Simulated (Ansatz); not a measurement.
C$_{2}$H$_{4}$AlCl. Charge 0, multiplicity 1. The bonds changed during the relaxation, so this is another structure than the one it started from.

Z-matrix (Å, degrees):
```
C
C 1 1.336
Al 1 1.926 2 118.5
H 1 1.089 2 117.6 3 180.0
H 2 1.089 1 121.9 3 0.0
H 2 1.088 1 122.9 3 -180.0
Cl 3 2.101 1 120.3 2 179.9
H 3 1.577 1 121.2 2 -0.1
```

(1) Give the diagnostics of a CCSD(T)/def2-TZVPP run (frozen core, the Gaussian-basis code of Ansatz). (An estimate is asked.)

Results:

(1) Computed: T1 = 0.0104, largest single amplitude 0.019, largest double 0.074, (T) share of the correlation energy 4.1 %, 9 CCSD cycles. The RHF solution is stable towards an unrestricted one. T1 lies under the customary mark of 0.02 for closed shells.
